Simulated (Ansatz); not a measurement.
Born–Oppenheimer molecular dynamics of GeH4O (6 atoms, charge 0, multiplicity 1). It starts from a relaxed structure.

Theory: RKS PBE-D4/def2-mTZVP (Ansatz 0.2.0).

```yaml
ensemble: NVT, Langevin thermostat
time_step: 0.5 fs
steps_asked: 166
set_temperature: 500 K
friction: 0.001 /fs
masses: H 10 u
seed: 105454
```

First frame:

```xyz
6
Properties=species:S:1:pos:R:3
Ge -0.024 -0.025 -0.037
O 0.026 -0.102 1.772
H -0.872 -0.142 2.151
H 1.465 0.019 -0.437
H -0.774 1.253 -0.506
H -0.728 -1.285 -0.614
```

(1) How far do the bonds stretch over the last three quarters of this one trajectory? (Pairs bonded in most of those frames.)

Results:

(1) 
| bond | mean (Å) | spread (Å) | shortest | longest |
| --- | --- | --- | --- | --- |
| Ge1–O2 | 1.817 | 0.004 | 1.81 | 1.83 |
| Ge1–H4 | 1.540 | 0.031 | 1.50 | 1.59 |
| Ge1–H5 | 1.583 | 0.073 | 1.46 | 1.67 |
| Ge1–H6 | 1.555 | 0.008 | 1.54 | 1.57 |
| O2–H3 | 0.974 | 0.009 | 0.96 | 0.99 |

Mean temperature of the second half: 396 K. The mean temperature of the second half is 21 % below the set value. A run of 0.083 ps of so small a system gives no equilibrium averages.

Run time: 110 s on 2 threads of Arm Neoverse V1 (shared host), peak memory 0.11 GiB.
